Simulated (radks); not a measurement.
The numbers below are computed, except where a source is named.
Problem. The mean radii <r> (bohr) of the occupied orbitals of an atom or ion are listed with their occupations. Level of theory: scalar-relativistic Kohn-Sham, BLYP, spin-polarised, spherical densities, finite nucleus; Fermi nuclear charge, rms radius of each element as measured or else 0.836 A^(1/3) + 0.57 fm (a radial shooting solver on a logarithmic mesh with Libxc functionals).

orbital  occ.      <r>
1s up       1  0.05031
1s down     1  0.05031
2s up       1   0.2263
2s down     1   0.2262
2p up       3   0.1983
2p down     3   0.1982
3s up       1   0.6775
3s down     1   0.6779
3p up       3   0.7067
3p down     3   0.7072
3d up       5   0.8331
3d down     4   0.8342
4s up       1    2.116

Name the element and its charge. Open shells, if any, are filled with parallel spins first.

Solution. Z = 30, zinc, charge +2: Zn2+ in [Ar] 3d9 4s1. The 1s radius gives Z: for a bare nucleus <r> = (2 gamma + 1)/(2Z) with gamma = sqrt(1 - (Z/c)^2), 0.04919 bohr for Z = 30, and screening makes it slightly larger (0.05031 here). The occupations add up to 28, and the charge is Z minus that.
